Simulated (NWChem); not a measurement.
TiH4; SMILES [TiH4]

```xyz
5

Ti     0.0000     0.0000     0.0000
H     -0.0748    -1.3557     0.9976
H      0.1233     1.3879     0.9472
H     -1.3958     0.0841    -0.9399
H      1.3474    -0.1163    -1.0049
```
Atoms are numbered in this order, from 1.

All runs use the structure optimised with PBE0/def2-SVP.

List the 6 lowest vertical singlet excitations from B3LYP/def2-SVPD, TDA (NWChem).


```
state  energy (eV)  oscillator strength  leading excitation (squared amplitude)
-----  -----------  -------------------  --------------------------------------
S1            3.27                0.000                    HOMO−1 → LUMO (0.50)
S2            3.27                0.000                      HOMO → LUMO (0.52)
S3            3.27                0.000                  HOMO−2 → LUMO+1 (0.97)
S4            3.64                0.001                    HOMO−2 → LUMO (0.93)
S5            3.64                0.001                    HOMO → LUMO+1 (0.79)
S6            3.64                0.001                  HOMO−1 → LUMO+1 (0.62)
```
